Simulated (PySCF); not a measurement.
# Core-level binding energies of `C=CC[P@@+](C)(P)CC`

Species: C6H15P2 (charge +1).
SMILES with atom numbers: `[CH2:1]=[CH:2][CH2:3][P@@+:4]([CH3:5])([PH2:6])[CH2:7][CH3:8]`

Theory: delta-SCF UKS SCAN, pcX-2 on the ionised atom, pcseg-1 elsewhere, spin-free X2C in PySCF. Binding energies are ΔSCF values: E(core-ionised, relaxed orbitals) − E(ground state) at a fixed geometry, referred to the vacuum level.

Question: List the computed XPS lines with their assignment.

Answer: 
```csv
atom(s),environment,level,binding energy (eV),2p1/2 (eV),above the level's lowest (eV),count
C1,terminal =CH2 carbon,C 1s,293.95,–,0.00,1
C2,alkene CH carbon,C 1s,294.54,–,+0.59,1
C3,sp3 carbon bound to phosphorus,C 1s,295.38,–,+1.43,1
P4,phosphorus bonded to 3 C and P,P 2p3/2,142.12,143.00,+0.89,1
P4,phosphorus bonded to 3 C and P,P 1s,2155.81,–,+1.02,1
C5,sp3 carbon bound to phosphorus,C 1s,295.33,–,+1.38,1
P6,three-coordinate phosphorus,P 2p3/2,141.23,142.12,0.00,1
P6,three-coordinate phosphorus,P 1s,2154.79,–,0.00,1
C7,sp3 carbon bound to phosphorus,C 1s,295.28,–,+1.33,1
C8,methyl carbon,C 1s,294.83,–,+0.88,1
```

The listed C 1s values span 1.43 eV, from C1 (bonded to C (double bond) and 2 H) to C3 (bonded to C, 2 H and P). The widest gap between neighbouring values is 0.59 eV, between 293.95 and 294.54 eV. Summing the Pauling electronegativity differences to the bonded atoms, each weighted by its formal bond order, gives -0.70 for the lowest site and -1.06 for the highest; the largest sum, -0.35, belongs to C2, 0.84 eV below the top. The smallest sum, -1.41, belongs to C5, 1.38 eV above the lowest. The values 295.28 and 295.33 eV lie too close for their order to be trusted.

The listed P 1s values span 1.02 eV, from P6 (bonded to 2 H and P) to P4 (bonded to 3 C and P). Summing the Pauling electronegativity differences to the bonded atoms, each weighted by its formal bond order, gives +0.02 for the lowest site and +1.08 for the highest.

The listed P 2p3/2 values span 0.89 eV, from P6 (bonded to 2 H and P) to P4 (bonded to 3 C and P).

Question: Which photon wavelength matches the C 1s of C5 threshold?

Answer: λ = hc/E = 12398.42 eV Å / 295.33 eV = 41.982 Å.

For 2p shells one spin-free hole was relaxed; a mean-field spin–orbit operator and the ground-state splitting of the three 2p orbitals were then diagonalised within the shell. The shell's mean is (2 × 2p3/2 + 2p1/2)/3, and the degeneracies 2j + 1 give areas of 2:1. 2p1/2 minus 2p3/2 (ligand field included): P 0.89 eV (mean over sites). The species carries charge +1, so core ionisation leaves charge +2. One conformer (not necessarily the lowest) at the PBE0-D3(BJ)/def2-SVP geometry, without solvent, vibrations or thermal averaging.

On one thread of an Arm Neoverse V2, on a shared host, this took 4.5 min of wall time and 0.63 GiB of memory at its peak.

Conformer computed: `[CH2:1]=[CH:2][CH2:3][P@@+:4]([CH3:5])([PH2:6])[CH2:7][CH3:8]`: C1–C2–C3–P4 105°, C2–C3–P4–C5 -61°, C3–P4–C7–C8 -63°, H–P6–P4–C3 70°, H–P6–P4–C3 165°.
